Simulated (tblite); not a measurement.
C2H4F3OSi (doublet state).
Structure used (GFN2-xTB), in Å, numbered top down from 1:
```xyz
11
C2H4F3OSi angstrom
O      2.369   -0.203   -1.230
Si     1.600    0.118    0.055
C     -0.262   -0.211   -0.679
C     -1.260    0.035    0.394
F     -2.513   -0.173   -0.062
F     -1.113   -0.772    1.452
F     -1.239    1.289    0.862
H      1.610   -0.825    1.178
H      1.469    1.503    0.516
H     -0.274   -1.239   -1.009
H     -0.381    0.480   -1.502
```

Computed with GFN2-xTB (tblite): harmonic, unscaled wavenumbers at the GFN2-xTB geometry, gas phase. This tight-binding method is rough: wavenumbers can miss measured ones by several per cent, in bad cases by 10 to 20. Modes of hydrogen on silicon can be 10 to 20 % off. One conformer, not necessarily the lowest. Open shells enter through the occupations alone, without spin polarisation, and single modes of such species can be off by tens of per cent. The optimisation stopped once no atom felt more than 0.01 eV/Å.

Lowest wavenumbers of the output (negative numbers stand for imaginary wavenumbers):
```
mode    cm-1
  1    -157.3
  2      18.4
  3      95.5
  4     100.2
  5     139.0
  6     276.3
  7     331.5
  8     444.2
  9     471.9
 10     547.5
 11     565.2
 12     568.8
 13     686.9
 14     688.6
 15     768.2
```

Task: Is this structure a minimum?

Result: No. 1 mode is imaginary beyond 20i (157i cm⁻¹), so at this level the point lies at or near a first-order saddle.

Task: Which atoms move in the imaginary mode?

Result: 157i: H8 (hydrogen on silicon) 37 %, H9 (hydrogen on silicon) 37 %, Si2 (silicon bonded to C, O and 2 H) 11 %. These are shares of the mass-weighted motion.

Task: What is the remedy?

Result: Step along that mode in both directions, optimise again with tighter thresholds and repeat the frequencies. The zero-point energy of this point (35.9 kcal/mol) counts the 26 real modes alone, and thermal corrections from it aren't those of a minimum.

The run took 0.23 s of wall time on an Arm Neoverse V2 with one thread, no GPU, shared host. This covers the Hessian and the dipole derivatives.
